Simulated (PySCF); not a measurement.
## Polarisability and C₆ of Cr²⁺ (chromium, charge +2)

[Ar] 3d4, high-spin 5D determinant. Calculation: PySCF 2.14, in aug-cc-pVDZ-DK; the spin-free X2C one-electron Hamiltonian (Gaussian nucleus). Coupled (time-dependent) response in atomic units; α is the mean over directions. A double-zeta set is small for polarisabilities.

| method | mean α (bohr³) | α xx, yy, zz | C₆ (like pair) | S(−4) |
| --- | --- | --- | --- | --- |
| wB97M-V | 4.208 | 3.944, 3.944, 4.737 | 11.92 | 12.52 |
| BHandHLYP | 3.840 | 3.604, 3.604, 4.312 | 10.93 | 8.996 |

S(−4) is the Cauchy moment in α(ω) = α(0) + S(−4) ω² + …

α(iu) at BHandHLYP:

```csv
u (hartree),α(iu) (bohr³)
0,3.840
0.0500,3.818
0.100,3.754
0.200,3.534
0.300,3.256
0.500,2.722
0.750,2.212
1.00,1.842
1.50,1.343
2.00,1.021
3.00,0.6361
5.00,0.3001
```

A single London oscillator, α(iu) = α/(1 + u²/ω²), gives C₆ = (3/4) ω α². Matching the computed C₆ needs ω = 4 × 10.93 / (3 × 3.840²) = 0.988 hartree.

For an ion, C₆ is the dispersion term alone; charge-induced terms of lower order in 1/R come first.

The components differ because the open shell of this determinant is not spherical; for a pure term their mean is the scalar polarisability.
